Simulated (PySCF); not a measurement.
CH8N2OSi. Atoms are numbered in the order given.

```xyz
13

C      2.0384    -0.5858     1.1129
N      1.1735     0.1956     0.2531
Si    -0.5211    -0.0101     0.0481
N     -1.1506     1.5171    -0.4095
O     -1.0681    -1.0080    -1.1805
H      1.4303    -1.1153     1.8640
H      2.7516     0.0499     1.6676
H      2.6257    -1.3505     0.5691
H      1.6631     0.7555    -0.4377
H     -0.9672    -0.6374     1.3329
H     -2.0196     1.5951    -0.9237
H     -0.8916     2.3725     0.0654
H     -1.1427    -1.9387    -0.9500
```
Charge 0, spin multiplicity 1.

Geometry optimised at ωB97X-D3(BJ)/def2-SVP. The structure was generated by enumeration; whether it is a known compound was not checked. Other conformers were not sampled.

The numbers are results of PBE/pcSseg-1 (PySCF), not measurements.

GIAO shieldings, no solvent; atoms listed in one row are averaged. δ = σ(ref) − σ: ¹³C against TMS (σ = 182.0 ppm); ¹⁵N against NH3 (σ = 267.0 ppm); ²⁹Si against TMS (σ = 335.4 ppm); ¹⁷O against H2O (σ = 334.3 ppm); ¹H against TMS (σ = 31.49 ppm), references at their B3LYP-D3(BJ)/def2-TZVP geometries, non-relativistic.

```tsv
nucleus	atoms	count	δ (ppm)
¹³C	C1	1	31.6
¹⁵N	N2	1	54.7
¹⁵N	N4	1	26.5
²⁹Si	Si3	1	-34.6
¹⁷O	O5	1	76.1
¹H	H10	1	5.38
¹H	H6, H7, H8	3	2.96
¹H	H13	1	1.57
¹H	H9	1	0.94
¹H	H11	1	0.67
¹H	H12	1	0.41
```
